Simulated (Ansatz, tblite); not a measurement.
Cost and result up the ladder for Si7PH16⁺, a doped cluster cut from the lattice of silicon (P on a surface site) (24 atoms). Charge 1, multiplicity 1. Geometry: PBE0-D4/def2-SVP.

```xyz
24

Si   -0.332    1.173   -2.216
Si   -1.421   -1.974    0.533
Si   -0.511    1.677    1.824
Si    2.290   -0.968   -0.128
P    -0.723    2.460   -0.338
Si   -1.751   -0.296    2.144
Si    1.787    0.156   -2.129
Si    0.802   -2.709    0.377
H    -0.474    2.216   -3.273
H    -1.518    0.276   -2.198
H    -2.319   -3.100    0.932
H    -1.884   -1.425   -0.780
H    -1.024    2.859    2.574
H     0.969    1.577    1.947
H     2.292    0.054    0.965
H     3.678   -1.497   -0.299
H    -2.026    3.002   -0.466
H     0.082    3.621   -0.445
H    -3.174    0.163    2.171
H    -1.325   -0.734    3.508
H     1.755   -0.770   -3.302
H     2.745    1.275   -2.382
H     0.880   -3.734   -0.707
H     1.202   -3.302    1.688
```

Ansatz on 4 threads of AMD EPYC 7571 on a shared host; xTB runs through tblite on one thread. Times are rough, summed over both states, and most runs start from the orbitals of an earlier one. PBE0-D4/def2-TZVP serves as the yardstick here, not as an exact answer. The other state is a doublet.

The xTB rows come from tblite.

Run but left out: PBE-D4/def2-TZVP (charge +2 doublet: an occupied level 0.03 eV above an empty one).

Raw xTB energies of ions are shifted by several eV.

```csv
level,functions,wall time,vertical IE (eV),difference from PBE0-D4/def2-TZVP (eV)
GFN2-xTB,88,0.18 s,14.68,1.91
GFN1-xTB,104,0.19 s,15.87,3.11
BHLYP-D4/def2-TZVP,392,3.4 min,12.87,0.10
PBE0-D4/def2-TZVP (with forces),392,4 min,12.77,0.00
```
